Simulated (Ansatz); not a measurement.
Question: Name a neutral molecule of C, O, Si and H with LUMO energy (PBE0/def2-TZVPP) between -1.20 and -0.90 eV and size of the dipole moment (B3LYP/def2-TZVPP) between 1.90 and 2.20 D (Ansatz, PBE0-D4/def2-TZVP geometry).

Answer: `OC[SiH]1[SiH2][SiH2]1` (-1.06 eV, 1.91 D); `C=C1O[SiH2]1` (-0.94 eV, 2.08 D); `C=C=C1O[SiH2]1` (-1.06 eV, 2.04 D); `C=C1O[SiH2]O1` (-0.92 eV, 2.04 D); `C#C[SiH2]C(=O)O` (-0.94 eV, 2.09 D). Other molecules can fit too; these were computed, each in one conformer that needn't be the lowest.

B3LYP here is the variant with VWN-RPA as its local correlation; programs differ in this.
